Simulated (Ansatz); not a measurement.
`N[SiH]([SiH3])[InH2]` + `[SeH]C1C[SiH2]1` → `[InH2][CH]1C[SiH2]1` + `N[SiH]([SiH3])[SeH]`  (redistribution)

Isolated molecules relaxed with PBE0-D4/def2-TZVP in Ansatz; ΔE leaves out vibrations. CCSD(T)/CBS is the MP2 limit (def2-TZVPP, def2-QZVPP) plus CCSD(T) − MP2 in def2-TZVPP, frozen cores. DFT in def2-TZVPP. B3LYP here is the variant with VWN-RPA as its local correlation; programs differ in this. Elements past krypton have def2 core potentials. For In, Se outer-core shells are correlated without core-valence functions, which leaves a few kJ/mol of doubt a bond. Scalar relativity is left out up to krypton. Each species was taken in one conformer, which may not be the lowest.

```
             level  ΔE (kJ/mol)  difference from CCSD(T)/CBS
            PBE-D4        -76.5                         15.7
         r2SCAN-D4        -86.5                          5.7
           PBE0-D4        -81.4                         10.8
          B3LYP-D4        -80.7                         11.5
           ωB97X-V        -84.8                          7.4
           ωB97M-V        -87.0                          5.2
            B2PLYP        -85.6                          6.6
               PBE        -75.5                         16.7
            r2SCAN        -86.2                          6.0
              PBE0        -80.5                         11.7
             B3LYP        -79.0                         13.2
     HF/def2-TZVPP        -87.2                          5.0
    MP2/def2-TZVPP        -95.6                         -3.4
SCS-MP2/def2-TZVPP        -90.9                          1.3
   CCSD/def2-TZVPP        -86.4                          5.8
CCSD(T)/def2-TZVPP        -87.1                          5.1
     HF/def2-QZVPP        -87.5                          4.7
    MP2/def2-QZVPP        -98.6                         -6.4
SCS-MP2/def2-QZVPP        -93.6                         -1.4
      HF/CBS(def2)        -87.5                          4.7
     MP2/CBS(def2)       -100.7                         -8.5
    CCSD/CBS(def2)        -91.5                          0.7
       CCSD(T)/CBS        -92.2                            0
```

Largest T1 diagnostic among the species: 0.014.

From PBE to PBE0 (25 % exact exchange), in def2-TZVPP and without D4, ΔE moves by −5.1 kJ/mol.

CCSD(T)/CBS has its own doubt, a few kJ/mol and more with outer-core shells, so smaller differences from it don't rank the levels.
